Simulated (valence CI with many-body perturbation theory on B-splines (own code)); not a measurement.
## Missing levels of Cd15+

Level of theory: relativistic CI+MBPT: five valence electrons over a frozen Dirac-Fock core [Ar] 3d10, radial functions for each j: 9 s, 9 p, 8 d, 6 f, 3 g, 1 h, with the one-electron correlation potential Σ1 (screened to all orders), the two-electron term Σ2, the three-electron term Σ3, Breit, model QED; selected single and double excitations, second order for the rest (own B-spline code, finite nucleus).

No measured spectrum was set against this ion. As an estimate, levels hold to about 250 cm⁻¹ or 0.2 % of their energy and the worst to 1 %, as in measured heavy ions of charge 2 to 7; those with d or f electrons hold less well. Among the levels kept, up to 320 cm⁻¹ of a level comes from second order outside the variational space, and about a tenth of that is noise between levels of different J, which matters for small intervals.

| Level | E (cm⁻¹) |
| --- | --- |
| 4s2 4p3 4S°_3/2 | 0 |
| 4s2 4p3 2D°_3/2 | 51165 |
| 4s2 4p3 2D°_5/2 | ? |
| 4s2 4p3 2P°_1/2 | 95469 |
| 4s2 4p3 2P°_3/2 | ? |
| 4s 4p4 4P_5/2 | 350270 |
| 4s 4p4 4P_3/2 | 386190 |
| 4s 4p4 4P_1/2 | 391800 |
| 4s 4p4 2D_3/2 | ? |
| 4s 4p4 2D_5/2 | 449590 |
| 4s 4p4 2S_1/2 | 487520 |
| 4s 4p4 2P_3/2 | 496220 |
| 4s2 4p2 4d 4F_3/2 | 524860 |
| 4s2 4p2 4d 4F_5/2 | 541400 |
| 4s 4p4 2P_1/2 | ? |
| 4s2 4p2 4d 2F_5/2 [a] | 565330 |
| 4s2 4p2 4d 4F_7/2 | ? |
| 4s2 4p2 4d 4D_1/2 | ? |
| 4s2 4p2 4d 4D_3/2 | 577100 |
| 4s2 4p2 4d 2F_7/2 [a] | 578910 |

Names give the largest LS component (configuration and term), which can be under half, so a name can repeat, a term be missing and a line seem to break the LS rules; names also repeat where a configuration has a term twice. Letters in brackets count levels of one name in rising energy.

The levels stand in rising order. What does the calculation give for the missing energies?

4s2 4p3 2D°_5/2 68848; 4s2 4p3 2P°_3/2 142910; 4s 4p4 2D_3/2 433570; 4s 4p4 2P_1/2 551700; 4s2 4p2 4d 4F_7/2 572590; 4s2 4p2 4d 4D_1/2 576490.
